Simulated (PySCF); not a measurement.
Be(NH2)(SiH3) (BeH5NSi), SMILES [NH2][Be][SiH3]. Atoms are numbered in the order given.

```xyz
8

Be     0.6043     0.0795    -0.5259
N      1.7190     0.2427    -1.5201
H      2.3681    -0.4812    -1.7942
H      1.9358     1.0944    -2.0182
Si    -1.0272    -0.1452     0.9086
H     -1.8530    -1.3575     0.6515
H     -1.9646     1.0119     0.8688
H     -0.5562    -0.2510     2.3168
```
Charge 0, spin multiplicity 1.

Geometry optimised at TPSSh-D3(BJ)/def2-TZVP. The values are those of a single conformer.

All values below come from PBE0/pcSseg-2 (PySCF).

GIAO shieldings, no solvent; atoms alike by connectivity are averaged. δ = σ(ref) − σ: ¹⁵N against NH3 (σ = 263.3 ppm); ¹H against TMS (σ = 31.54 ppm); ²⁹Si against TMS (σ = 341.9 ppm), references at their B3LYP-D3(BJ)/def2-TZVP geometries, non-relativistic.

Computed chemical shifts:
```tsv
nucleus	atoms	count	δ (ppm)
¹⁵N	N2	1	45.9
¹H	H6, H7, H8	3	3.05
¹H	H3, H4	2	1.64
²⁹Si	Si5	1	-150.2
```
